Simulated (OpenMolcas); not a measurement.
An atom or ion with 16 electrons was computed by XMS-RASPT2, IPEA 0.25 Eh, imaginary shift 0.1 Eh with spin-orbit coupling (OpenMolcas, ANO-RCC-VTZP, DKH2). The lowest levels that the run gave, each within 12 % of the measured value where one is at hand:

| J | Parity | E (cm-1) | g |
| --- | --- | --- | --- |
| 2 | even | 0.0 | 1.501 |
| 1 | even | 357 | 1.501 |
| 0 | even | 522 |  |
| 2 | even | 9680 | 1.000 |
| 0 | even | 22960 |  |
| 2 | odd | 75120 | 1.501 |
| 1 | odd | 75460 | 1.501 |
| 0 | odd | 75620 |  |

Problem. Which ion is it, and what are the configurations and terms?

Solution. S (Z = 16, neutral; active space 6 electrons in 9 orbitals (RAS2 3s 3p; RAS3 3d, at most 2 electrons)). J, parity and g give the terms where levels are pure, and mixed ones are named by the computed weights; the size of the splittings, set against known spectra of the 16-electron sequence, gives the charge. In order, with the measured energies in cm-1 (NIST Handbook of Basic Atomic Spectroscopic Data): 3s2 3p4 3P2, 3s2 3p4 3P1 (396), 3s2 3p4 3P0 (574), 3s2 3p4 1D2 (9239), 3s2 3p4 1S0 (22180), 3s 3p5 3P* 2 (72023), 3s 3p5 3P* 1 (72382), 3s 3p5 3P* 0 (72572).

CASPT2 does not keep the components of a term degenerate, so their means are used; among the terms shown or strongly mixed into the levels shown the widest spread is 310 cm-1 (3s2 3p4 1D). Active for correlation alone: 3d; no level in the range computed is led by a configuration that fills it, so any true level of that kind is missing. Some terms mix strongly with configurations of 3d, whose occupation reaches 0.30 (3s 3p5 3P*). Computed and measured levels are paired by configuration, term and J; levels that our copy of the source lacks, or whose pairing is in doubt (as where it misses far off the trend of its configuration), stay unpaired and out of the deviations. Only configurations of the active space appear.

* marks odd parity.
